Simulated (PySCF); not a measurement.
Computed IR spectrum (relative IR intensity) of a molecule C3H5ClOSi. Geometry optimised at PBE-D3(BJ)/def2-SVP. The values are those of a single conformer. Method: PBE-D3(BJ)/def2-SVP (PySCF). Frequencies are harmonic and unscaled.

Lines under 2 % of the strongest are left out, and lines within 2 cm⁻¹ are merged.

| ν (cm⁻¹) | relative intensity |
|---|---|
| 77 | 2.2 |
| 158 | 8.9 |
| 179 | 15 |
| 202 | 19 |
| 271 | 19 |
| 476 | 15 |
| 499 | 7.4 |
| 625 | 30 |
| 695 | 7.2 |
| 800 | 45 |
| 825 | 23 |
| 834 | 84 |
| 880 | 37 |
| 898 | 100 |
| 933 | 33 |
| 1184 | 3.0 |
| 1391 | 2.5 |
| 1997 | 17 |
| 2154 | 61 |
| 2210 | 46 |
| 3762 | 29 |

Problem. Identify the compound among the candidates.
A) C#C[Si@@](C)(O)Cl
B) C=C=C(Cl)[SiH2]O
C) Cl/C=C1\CO[SiH2]1
D) ClC1=C[SiH2]OC1

Solution. B, C=C=C(Cl)[SiH2]O
